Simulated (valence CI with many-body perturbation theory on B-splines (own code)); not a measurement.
**Level structure of Gd XVI**

Computed by valence CI with perturbative core correlation (CI+MBPT): three valence electrons over a frozen Dirac-Fock core [Kr] 4d10, a basis of 7 s, 7 p, 7 d, 7 f, 4 g, 2 h functions for each j, with the one-electron correlation potential Σ1, the two-electron term Σ2, the three-electron term Σ3, Breit, model QED; selected CI, second order for the rest, scaled by the run's own slope (own B-spline code, finite nucleus).

No measured levels were compared; by estimate terms of the open shell hold to a few per cent of their energy, and close levels can change places; configurations with another count of f electrons can be misplaced by thousands of cm⁻¹.

Levels 136 to 180 of 246, with energies above the lowest level, (4f5/2^3) J=9/2. "Leading %" is the weight of the configuration and term that name the level; weights of strongly mixed levels are sums over their largest components and can fall short. In the jj column 3d3/2^4 stands for four electrons in 3d with j = 3/2.

```tsv
No.	Configuration	Term	J	E (cm⁻¹)	Leading %	g	Leading jj	Second component
136	4f2 5p	4D°	7/2	403220	75	1.353	4f7/2^2 5p3/2 (79 %)	22 % 4f2 5p 2F°
137	4f2 5p	4D°	5/2	403400	45	1.383	4f5/2 4f7/2 5p3/2 (94 %)	28 % 4f2 5p 4P°
138	4f2 5p	2K°	15/2	405770	99	1.066	4f5/2 4f7/2 5p3/2 (80 %)	
139	4f2 5p	2D°	3/2	407240	67	0.946	4f5/2^2 5p3/2 (41 %)	18 % 4f2 5p 4D°
140	4f2 5p	2D°	5/2	412640	49	1.375	4f7/2^2 5p3/2 (65 %)	46 % 4f2 5p 4P°
141	4f2 5p	2H°	9/2	413320	99	0.910	4f5/2 4f7/2 5p3/2 (78 %)	
142	4f2 5p	2P°	3/2	417900	60	1.283	4f5/2 4f7/2 5p3/2 (47 %)	20 % 4f2 5p 2D°
143	4f2 5p	2P°	1/2	418630	87	0.668	4f5/2 4f7/2 5p3/2 (80 %)	9 % 4f2 5p 4D°
144	4f 5s 5p	4F	7/2	425740	39	1.136	4f5/2 5s 5p3/2 (95 %)	28 % 4f 5s 5p 4G
145	4f 5s 5p	4F	5/2	428520	38	1.105	4f5/2 5s 5p3/2 (97 %)	33 % 4f 5s 5p 4D
146	4f 5s 5p	4G	9/2	429630	55	1.239	4f7/2 5s 5p3/2 (52 %)	43 % 4f 5s 5p 4F
147	4f 5s 5p	4D	3/2	433730	74	1.021	4f5/2 5s 5p3/2 (97 %)	19 % 4f 5s 5p 4F
148	4f 5s 5p	4D	1/2	437110	100	-0.005	4f5/2 5s 5p3/2 (100 %)	
149	4f 5s 5p	4G	11/2	438020	100	1.272	4f7/2 5s 5p3/2 (100 %)	
150	4f 5s 5p	2F	7/2	438030	37	1.194	4f7/2 5s 5p3/2 (96 %)	30 % 4f 5s 5p 4D
151	4f 5s 5p	4D	5/2	444210	34	1.138	4f7/2 5s 5p3/2 (94 %)	30 % 4f 5s 5p 2F
152	4f 5s 5p	2G	9/2	444760	88	1.134	4f5/2 5s 5p3/2 (52 %)	10 % 4f 5s 5p 4F
153	4f 5s 5p	2D	3/2	454470	82	0.834	4f7/2 5s 5p3/2 (98 %)	13 % 4f 5s 5p 4D
154	4f2 5p	2P°	3/2	456780	97	1.330	4f7/2^2 5p3/2 (68 %)	
155	4f 5s 5p	2F	5/2	468710	80	0.893	4f5/2 5s 5p3/2 (90 %)	12 % 4f 5s 5p 2D
156	4f 5s 5p	2F	7/2	475550	69	1.100	4f7/2 5s 5p3/2 (58 %)	19 % 4f 5s 5p 2G
157	4f 5s 5p	2G	7/2	480510	78	0.942	4f5/2 5s 5p3/2 (57 %)	15 % 4f 5s 5p 2F
158	4f 5s 5p	2D	3/2	483210	92	0.787	4f5/2 5s 5p3/2 (90 %)	5 % 4f 5s 5p 4F
159	4f 5s 5p	2G	9/2	486280	90	1.120	4f7/2 5s 5p3/2 (91 %)	5 % 4f 5s 5p 4G
160	4f 5s 5p	2D	5/2	491650	90	1.190	4f7/2 5s 5p3/2 (88 %)	
161	5s2 5p	2P°	1/2	495710	97	0.665	5s^2 5p1/2 (97 %)	
162	5s2 5p	2P°	3/2	572250	97	1.333	5s^2 5p3/2 (97 %)	
163	4f 5p2	4G°	5/2	604140	38	0.844	4f5/2 5p1/2^2 (95 %)	20 % 4f 5p2 2F°
164	4f 5p2	2F°	7/2	615220	24	1.152	4f7/2 5p1/2^2 (94 %)	24 % 4f 5p2 4D°
165	4f 5p2	2G°	7/2	660900	58	0.930	4f5/2 5p1/2 5p3/2 (94 %)	37 % 4f 5p2 4G°
166	4f 5p2	4G°	5/2	660980	43	0.946	4f5/2 5p1/2 5p3/2 (98 %)	37 % 4f 5p2 2D°
167	4f 5p2	4F°	3/2	668120	39	0.778	4f5/2 5p1/2 5p3/2 (98 %)	34 % 4f 5p2 4D°
168	4f 5p2	4D°	7/2	668630	44	1.195	4f7/2 5p1/2 5p3/2 (60 %)	24 % 4f 5p2 4G°
169	4f 5p2	4G°	9/2	669670	45	1.092	4f5/2 5p1/2 5p3/2 (61 %)	28 % 4f 5p2 2G°
170	4f 5p2	2F°	5/2	670960	63	0.927	4f5/2 5p1/2 5p3/2 (91 %)	24 % 4f 5p2 4F°
171	4f 5p2	4D°	5/2	674540	46	1.249	4f7/2 5p1/2 5p3/2 (94 %)	41 % 4f 5p2 2D°
172	4f 5p2	4F°	9/2	676250	43	1.221	4f7/2 5p1/2 5p3/2 (93 %)	27 % 4f 5p2 4G°
173	4f 5p2	2D°	3/2	677370	43	0.786	4f5/2 5p1/2 5p3/2 (94 %)	30 % 4f 5p2 4F°
174	4f 5p2	2F°	7/2	677670	41	1.121	4f7/2 5p1/2 5p3/2 (79 %)	30 % 4f 5p2 4F°
175	4f 5p2	4D°	1/2	679300	56	0.288	4f5/2 5p1/2 5p3/2 (91 %)	41 % 4f 5p2 2P°
176	4f 5p2	2F°	7/2	681420	52	1.055	4f7/2 5p1/2 5p3/2 (49 %)	36 % 4f 5p2 2G°
177	4f 5p2	2H°	11/2	682050	51	1.173	4f7/2 5p1/2 5p3/2 (94 %)	46 % 4f 5p2 4G°
178	4f 5p2	2G°	9/2	682190	57	1.045	4f7/2 5p1/2 5p3/2 (65 %)	33 % 4f 5p2 2H°
179	4f 5p2	2D°	3/2	689270	47	1.018	4f7/2 5p1/2 5p3/2 (91 %)	34 % 4f 5p2 2P°
180	4f 5p2	2F°	5/2	691940	48	0.997	4f7/2 5p1/2 5p3/2 (96 %)	29 % 4f 5p2 2D°
```

Where two levels of one J and parity lie close, their mixing, g and order are uncertain.
